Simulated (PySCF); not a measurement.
Bonds (- single, = double, # triple, : aromatic): N1#C2 1.145 Å, C2-C3 1.417 Å, C3:C4 1.396 Å, C4:C5 1.384 Å, C5:C6 1.384 Å, C6:C7 1.396 Å, C7-C8 1.416 Å, C8#N9 1.145 Å, C7:C10 1.392 Å, C10:C3 1.392 Å. C4 carries H11; C5 carries H12; C6 carries H13; C10 carries H14.

Computational details: NMR shieldings at PBE0/pcSseg-1/GIAO, geometry from GFN2-xTB, in PySCF 2.14 (gas phase, a single conformation, one averaged value for each set of equivalent atoms, relativity neglected).

Chemical shifts δ = σref − σ; $^{13}$C and $^{1}$H against TMS; $^{15}$N vs NH3, all at this level.

| atoms | nucleus | count | Hirshfeld charge | δ (ppm) |
| --- | --- | --- | --- | --- |
| C3/C7 | $^{13}$C | 2 | 0.02 | ? |
| C5 | $^{13}$C | 1 | -0.03 | 135.4 |
| H12 | $^{1}$H | 1 | 0.07 | 7.88 |
| H11/H13 | $^{1}$H | 2 | 0.07 | 8.12 |
| H14 | $^{1}$H | 1 | 0.07 | ? |
| C10 | $^{13}$C | 1 | -0.01 | 145.1 |
| C2/C8 | $^{13}$C | 2 | 0.08 | ? |
| N1/N9 | $^{15}$N | 2 | -0.20 | 321.9 |
| C4/C6 | $^{13}$C | 2 | -0.01 | 142.9 |

Q: Fill in the missing shifts.

A: 
- C2/C8: 122.9 ppm, nitrile carbon; this is the usual window of a C≡N carbon, which has no attached hydrogen
- C3/C7: 119.2 ppm, substituted aromatic carbon
- H14: 8.25 ppm, hydrogen on an aromatic CH; the ring current deshields protons in the ring plane

Shifts are as computed. Against solution values, carbons near 30 ppm lie about +3 ppm off and those near 130 ppm about +5 ppm (rms about the fit 2.1 ppm; single classes can miss by 10 ppm). Of 1328 compounds with measured shifts, 309 miss one by over three times the rms of a fit or turn the order of signals round; such compounds aren't used in these exercises. Signals without a measured value on file couldn't be tested in this way; 1H shifts scatter by 0.2 ppm about their fit, and single ones miss by 0.5 ppm. Experimental scales use liquid or dissolved standards, which lie at an offset from isolated NH3 (liquid NH3: subtract about 20 ppm). Unscaled 15N shifts of sp2 nitrogen often come out too high even then, by a few to some tens of ppm.
